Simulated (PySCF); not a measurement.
AlCl to AlCl₃: adding ligands

Level: PBE0 in the def2-TZVP basis family, all electrons, no relativity, computed in PySCF with density fitting; open shells unrestricted.

Each entry is the lowest minimum that a search over a few typed start shapes (and spin states, where more than one is plausible) found, or that minimum re-optimised at the stated level; isomers with ligand–ligand bonds, or fragments after loss of a ligand pair, can lie lower.

```
molecule  2S+1  point group  mean bond to Al (Å)  dipole (D)  lowest ω (cm⁻¹)  polar-tensor charge of Al  distinct angles (°)
    AlCl     1          C∞v                2.146        1.50              474                       0.57                     
   AlCl₂     2          C2v                2.102        1.45              146                       1.02                  119
   AlCl₃     ?            ?                    ?           ?                ?                          ?                    ?
```

Fill in the row of AlCl₃.

2S+1: 1; point group: D3h; mean bond to Al (Å): 2.070; dipole (D): 0.00; lowest ω (cm⁻¹): 144; polar-tensor charge of Al: 1.58; distinct angles (°): 120.

The bond shortens at every step; the largest change, -0.044 Å, falls between AlCl and AlCl₂ among the members listed.

The shape changes along the series: C∞v for AlCl; C2v for AlCl₂; D3h for AlCl₃.

Left out of the table are members whose search was unfinished or whose lowest solution was spin-contaminated, unstable, very soft or bonded differently.
